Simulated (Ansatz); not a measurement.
`[CH3][SnH2][C]#N` + H–F → `N#[C][SnH2][F]` + CH₄ at 600 K and 1 bar (ligand exchange at the Sn–C bond).

Program: Ansatz. Geometries: PBE0-D4/def2-TZVP. ΔE: electronic, gas phase. CCSD(T)/CBS adds triple-zeta CCSD(T) − MP2 to the extrapolated MP2 energy (def2 sets, frozen cores). This one scheme is used for every species. Elements past krypton have def2 core potentials. For Sn outer-core shells are correlated without core-valence functions, which leaves a few kJ/mol of doubt a bond.

```tsv
species	CCSD(T)/CBS energy (Eh)	H − E (kJ/mol)	S (J/(mol·K))
`[CH3][SnH2][C]#N`	-347.81716	208.3	428.9
H–F	-100.39570	42.3	194.0
`N#[C][SnH2][F]`	-407.77206	108.2	391.5
CH₄	-40.46206	140.4	215.7
```

H − E and S are ideal-gas, rigid-rotor, harmonic terms from PBE0-D4/def2-TZVP. 1 Eh = 2625.50 kJ/mol, R = 8.31446 J/(mol·K).

**Question.** By hand: ΔE, ΔH, ΔS and ΔG.

**Answer.** ΔE = (-407.77206) + (-40.46206) − (-347.81716) − (-100.39570) = -0.02126 Eh = -55.8 kJ/mol. Δ(H − E) = 108.2 + 140.4 − 208.3 − 42.3 = -2.0, so ΔH = -57.8 kJ/mol. ΔS = 391.5 + 215.7 − 428.9 − 194.0 = -15.7 J/(mol·K). ΔG = -57.8 − 600 × (-15.7)/1000 = -48.4 kJ/mol.

**Question.** By hand: the equilibrium constant, and the temperature at which ΔG would vanish if ΔH and ΔS stayed fixed.

**Answer.** log₁₀ K = −ΔG/(RT ln 10) = 4.2. ΔG = 0 at ΔH/ΔS = 3682 K, far beyond where these terms or the molecules hold.

ΔH outweighs TΔS. A doubt of 5 kJ/mol in ΔE shifts log₁₀ K by 0.4 here. These are equilibria of isolated gas molecules and say nothing of rates. Largest T1 diagnostic: 0.014 (customary marks: 0.02 for closed shells, 0.045 for open ones).
